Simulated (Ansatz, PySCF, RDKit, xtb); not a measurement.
Noncovalent pair: CH4 (SMILES C) (first 5 atoms) with N2 (SMILES N#N); geometry from B3LYP-D3(BJ)/def2-TZVP, rigid monomers moved along the line of their centres of mass till C1···N6 is 3.26 Å.
(charge 0, multiplicity 1):
```xyz
7

C      0.02468    -0.04913    -0.08081
H      0.96422     0.39518     0.24492
H     -0.07878    -1.04061     0.35790
H     -0.80434     0.57915     0.24196
H      0.01840    -0.12948    -1.16685
N      0.07886    -0.42372     3.15795
N     -0.18550     0.63394     3.12239
```

Monomers are frozen at their geometry in the pair; levels with a basis set take the counterpoise correction. Rows marked so take none. RDKit's UFF carries no charges.

Correlated levels freeze the cores. CBS(a, b) extrapolates the correlation energy as X⁻³ and adds the Hartree–Fock energy of set b. Rows in 3-21G carry no dispersion term and start afresh at each structure.

Codes used: Ansatz (an electronic-structure program) with Gaussian orbitals; PySCF for 3-21G rows; RDKit for the force fields; xtb for the GFN methods. Each number belongs to the level named beside it.

| level | interaction energy (kJ/mol) |
|---|---|
| UFF | -0.6 |
| GFN1-xTB | -2.3 |
| GFN2-xTB | -1.5 |
| HF/aug-cc-pVTZ | 6.1 |
| B3LYP/3-21G (no counterpoise) | -2.2 |
| B3LYP/def2-TZVPPD | 4.7 |
| wB97M-V/def2-TZVPPD | (withheld) |
| SCS-MP2/aug-cc-pVDZ | (withheld) |
| CCSD(T)/CBS(aug-cc-pVDZ, aug-cc-pVTZ) | -0.7 |

Fill in the missing entries.


- wB97M-V/def2-TZVPPD, interaction energy (kJ/mol): -0.1
- SCS-MP2/aug-cc-pVDZ, interaction energy (kJ/mol): 1.4
